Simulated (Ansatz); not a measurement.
One geometry of the cluster Ca₂Se₂, several levels of theory.

```yaml
crystal:
  periodic: [false, false, false]
  atoms:
    - {symbol: Ca, position_ang: [1.496980, 0.295669, -0.688751]}
    - {symbol: Ca, position_ang: [-1.496580, -0.296736, 0.689108]}
    - {symbol: Se, position_ang: [0.648009, 0.845874, 1.771650]}
    - {symbol: Se, position_ang: [-0.648399, -0.844807, -1.772018]}
basis:
  gaussian: {orbitals: def2-TZVP, initial_orbitals: start.molden}
correlation: {method: mp2}
scf: {omitted_lower_state_checks: [starts]}
output: {orbitals: {seedname: orbitals}}
```

The file start.molden holds the orbitals of an earlier run on this structure, at another level or in another basis.

```sh
$ ansatz run in.yaml --threads 4 --pin off --events-out ev --progress --plain --max-ram 4787MiB
```

It prints (some lines left out):

```
Functional definition: HF
1412 factors; integrals over basis functions are off by at most 8.1e-4 eV
mean field evaluation 1: about -167441.5672 eV, gradient 3.7e1 eV
mean field evaluation 2: about -167442.7067 eV, gradient 1.9e0 eV
mean field evaluation 4: about -167442.9208 eV, gradient 1.5e0 eV
mean field evaluation 8: about -167442.9309 eV, gradient 3.7e-4 eV
mean field -167442.93088190 eV, -6153.4142130147 hartree, gradient 8.2e-6 eV, S^2 0.000000; 0 other end points of the search recorded, 0 dependent functions left out
28 core orbitals not correlated: weight in the atoms' cores, before any rotation towards them, 1.000 or more for the frozen orbitals, at most 0.000 for the correlated occupied ones
reference -167442.93088190 eV, -6153.4142130147 hartree; 26, 26 occupied and 114, 114 virtual orbitals, 1412 factors
second order -25.47608644 eV of doubles, -0.00000000 eV of singles
Total energy: -167468.40696833 eV, -6154.3504419230 hartree
Checks for a lower state left out: starts
```

Run time 3.2 s (4 threads of Arm Neoverse V1 on a shared host).

First input, but with `hamiltonian: {xc: pbe, dispersion: d4}`, `output: {forces: true, orbitals: {seedname: orbitals}}` and without the key `correlation` (abridged; 3.3 s):

```
Functional definition: PBE
mean field -167549.35280706 eV, -6157.3251466290 hartree, gradient 1.4e-5 eV, S^2 0.000000
Total energy: -167549.51994553 eV, -6157.3312888545 hartree
Atom 0 force     0.084333     0.017391    -0.038946 eV/Å
Atom 1 force    -0.084922    -0.016215     0.038633 eV/Å
Atom 2 force     0.022763     0.028584     0.061198 eV/Å
Atom 3 force    -0.022174    -0.029760    -0.060885 eV/Å
Dipole moment:     0.000582    -0.001560     0.000526 e Å
Checks for a lower state left out: starts
```

As the first input, with `gaussian: {orbitals: def2-TZVPP, initial_orbitals: start.molden}`, `correlation: {method: ccsd_t}` (abridged; 73 s):

```
Functional definition: HF
mean field -167442.93088190 eV, -6153.4142130147 hartree, gradient 8.2e-6 eV, S^2 0.000000
28 core orbitals not correlated: weight in the atoms' cores, before any rotation towards them, 1.000 or more for the frozen orbitals, at most 0.000 for the correlated occupied ones
second order -25.47608644 eV of doubles, -0.00000000 eV of singles
cycle   1  -25.73646168 eV  change   -2.6e-1 eV  update   1.0e-1
cycle   2  -26.23245307 eV  change   -5.0e-1 eV  update   3.1e-2
cycle   3  -26.34159474 eV  change   -1.1e-1 eV  update   1.9e-2
cycle   4  -26.31894432 eV  change    2.3e-2 eV  update   7.3e-3
cycle   5  -26.31525150 eV  change    3.7e-3 eV  update   3.7e-3
cycle   6  -26.31689723 eV  change   -1.6e-3 eV  update   1.3e-3
cycle   7  -26.31628038 eV  change    6.2e-4 eV  update   5.4e-4
cycle   8  -26.31625010 eV  change    3.0e-5 eV  update   2.0e-4
cycle   9  -26.31640246 eV  change   -1.5e-4 eV  update   8.1e-5
cycle  10  -26.31639536 eV  change    7.1e-6 eV  update   3.1e-5
perturbative correction -0.90154587 eV, -0.0331311996 hartree
Total energy: -167470.14882313 eV, -6154.4144539060 hartree
Checks for a lower state left out: starts
```

First input, but with `hamiltonian: {xc: r2scan, dispersion: d4}` and without the key `correlation` (abridged; 7 s):

```
Functional definition: r2SCAN
mean field -167578.64706706 eV, -6158.4016908277 hartree, gradient 1.5e-5 eV, S^2 0.000000
Total energy: -167578.67748996 eV, -6158.4028088486 hartree
Checks for a lower state left out: starts
```

The first input with `hamiltonian: {xc: pbe0, dispersion: d4}` and without the key `correlation` (abridged; 4.6 s):

```
Functional definition: PBE0
mean field -167555.96478691 eV, -6157.5681324067 hartree, gradient 1.4e-5 eV, S^2 0.000000
Total energy: -167556.10946430 eV, -6157.5734492028 hartree
Checks for a lower state left out: starts
```

The first input with `gaussian: {orbitals: 6-31G}`, `hamiltonian: {xc: hf}` and without the key `correlation` (abridged; 1.3 s):

```
Functional definition: HF
mean field -167421.48957888 eV, -6152.6262596622 hartree, gradient 2.7e-5 eV, S^2 0.000000
Total energy: -167421.48957888 eV, -6152.6262596622 hartree
Checks for a lower state left out: starts
```

First input, but with `gaussian: {orbitals: def2-TZVPD, initial_orbitals: start.molden}`, `hamiltonian: {xc: pbe0, dispersion: d4}` and without the key `correlation` (abridged; 7.5 s):

```
Functional definition: PBE0
mean field -167555.98481663 eV, -6157.5688684853 hartree, gradient 1.2e-5 eV, S^2 0.000000
Total energy: -167556.12949888 eV, -6157.5741854599 hartree
Checks for a lower state left out: starts
```

Geometry: PBE0-D4/def2-SVP.

The 6-31G sets use Cartesian d functions. Correlated methods freeze 28 core orbitals; core or outer-core shells of Ca, Se are correlated, in sets that lack core-valence functions. The structure comes from a short search, and lower isomers may exist.
